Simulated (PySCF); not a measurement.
## Computed properties of prop-2-enoxyboronic acid (C3H7BO3), SMILES C=CCOB(O)O

prop-2-enoxyboronic acid (C3H7BO3), SMILES C(COB(O)O)=C. Coordinates come from a B3LYP-D3(BJ)/def2-SVP optimisation. One conformer was computed; it need not be the lowest. All values are computed for the isolated molecule unless a solvent is named; none is compared with measurement here.

**Structure.** All 36 harmonic modes at B3LYP-D3(BJ)/def2-SVP (PySCF) are real, so it is a minimum. With heavy atoms numbered as in [CH2:1]=[CH:2][CH2:3][O:4][B:5]([OH:6])[OH:7], the shortest bond between them is C1–C2 at 1.334 Å and the longest C2–C3 at 1.502 Å.

**Vibrations.** The strongest infrared lines (harmonic, unscaled, degenerate partners summed) lie at 1467 cm⁻¹ (420 km/mol, B 65 %, O 21 %, H 12 %), 1511 cm⁻¹ (361 km/mol, B 44 %, H 37 %, O 18 %), 996 cm⁻¹ (197 km/mol, H 67 %, O 23 %). The softest mode is at 61 cm⁻¹ and the zero-point energy is 69.3 kcal/mol.

**Electronic structure.** r2SCAN/def2-TZVP (PySCF) places the frontier levels at -6.72 and -0.80 eV, a gap of 5.92 eV, and gives a dipole moment of 0.14 D and a mean polarisability of 62.0 bohr³. PBE/def2-TZVP (PySCF) at the same geometry gives -6.50 and -1.05 eV, so its gap is 0.47 eV narrower. An orbital gap is neither the optical nor the fundamental gap.

**Excitations.** TDA-CAM-B3LYP/def2-SVPD (PySCF) has S1 at 7.39 eV (168 nm, f = 0.036, weak); the most intense of the 6 singlets computed lies at 7.70 eV (f = 0.30). T1 (TDA) is at 4.34 eV, 3.05 eV under S1. TDA-PBE/def2-SVPD (PySCF) puts S1 at 5.94 eV. No vertical singlet excitation falls in the visible range (under 3.1 eV).

**NMR.** GIAO shifts at B3LYP/pcSseg-1 (PySCF) (non-relativistic, atoms alike by connectivity averaged): ¹³C from 73.3 to 149.7 ppm against TMS; ¹H from 3.3 to 6.7 ppm against TMS; ¹¹B at 7.6 ppm against BF3.
